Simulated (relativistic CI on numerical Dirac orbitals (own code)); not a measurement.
## Hyperfine structure of Pm²⁸⁺, mass number 147

Calculated at this level of theory: Dirac-Coulomb-Breit CI, separate exchange-only KLI orbitals for each configuration, a model potential for QED, unscaled Slater integrals (own radial code, finite nucleus).

Configuration list (outside the closed core [Ar] 3d10): 4s²4p³, 4s4p⁴, 4s²4p²4d, 4p⁵, 4s4p³4d, 4s²4p²4f, 4s4p³4f, 4p⁴4d, 4s4p²4d², 4s²4p4d4f, 4p⁴4f, 4s²4p4d², 4s²4d³, 4s4p4d³, 4s²4d²4f, 4s4p4d²4f, 4p³4d², 4p²4d³, 4p²4d²4f. Double excitations out of closed p, d and f shells are left out; levels of such configurations are missing from the list, as are those of other unlisted configurations, and high levels can miss mixing partners.

Nuclear spin I = 7/2, μ = 2.58 μN, Q = 0.74 b (tables of Stone and Pyykkö). The electronic factors are computed for point nuclear moments, without core polarisation or the Bohr-Weisskopf and QED corrections.

```json
{"Level": "4s²4p³ ²D°5/2", "E (eV)": "32.592", "A (GHz)": "42.13", "B (GHz)": "-0.0488"}
{"Level": "4s²4p³ ²P°1/2", "E (eV)": "37.981", "A (GHz)": "134.1", "B (GHz)": ""}
{"Level": "4s²4p³ ²P°3/2", "E (eV)": "67.003", "A (GHz)": "19.93", "B (GHz)": "-40"}
{"Level": "4s4p⁴ ⁴P5/2", "E (eV)": "93.290", "A (GHz)": "95.36", "B (GHz)": "13.9"}
{"Level": "4s4p⁴ ⁴P3/2", "E (eV)": "125.304", "A (GHz)": "58.92", "B (GHz)": "-28.1"}
{"Level": "4s4p⁴ ²D5/2", "E (eV)": "130.239", "A (GHz)": "104.3", "B (GHz)": "-44.3"}
```

Levels with J = 0, under 50 % of one LS term, or S terms without an open s electron are left out. Small factors come from cancelling terms and can be off by tens of per cent or more.

At this charge energies of transitions that change n are usually good to better than 1 %, and those within a shell (Δn = 0) to a few per cent.

Task: Give the hyperfine levels of 4s²4p³ ²P°1/2 relative to its centre of gravity.

Result: With K = F(F + 1) − I(I + 1) − J(J + 1), E = AK/2: F = 3: -301.6, F = 4: 234.6 GHz.

LS names give the leading component of a level, which can be under half, so a name can repeat, a term be missing and a line seem to break the LS rules.
